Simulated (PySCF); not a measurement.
How methods differ on the ionisation energy of Al²⁺

Al²⁺ [Ne] 3s1 (2S) → Al³⁺ [Ne] (1S), as a difference of total energies. Calculation: PySCF 2.14, in dyall-acv3z (19s12p6d4f, 113 functions); no relativity, point nucleus. Correlated levels: valence and next inner shell: 1s2 frozen; virtual orbitals above 40 to 60 times the deepest correlated orbital energy dropped. The calculations carry no spin-orbit coupling.

```json
{"method": "UHF", "ionisation energy (eV)": "28.040"}
{"method": "LDA", "ionisation energy (eV)": "28.819"}
{"method": "PBE0", "ionisation energy (eV)": "28.683"}
{"method": "r2SCAN", "ionisation energy (eV)": "28.380"}
{"method": "TPSSh", "ionisation energy (eV)": "28.475"}
{"method": "r2SCAN0", "ionisation energy (eV)": "28.406"}
{"method": "MP2 (valence and next inner shell)", "ionisation energy (eV)": "28.364"}
{"method": "SCS-MP2 (valence and next inner shell)", "ionisation energy (eV)": "28.299"}
```

Problem. Estimate what B97-3 gives.

Solution. 28.389 eV, closest to r2SCAN among the rows shown.

Problem. Estimate what PBE gives.

Solution. 28.821 eV, closest to LDA among the rows shown.

Errors of the correlated levels include the incompleteness of this basis and the frozen core.

For comparison: 28.448 eV (measured; NIST Atomic Spectra Database, ionization energies).
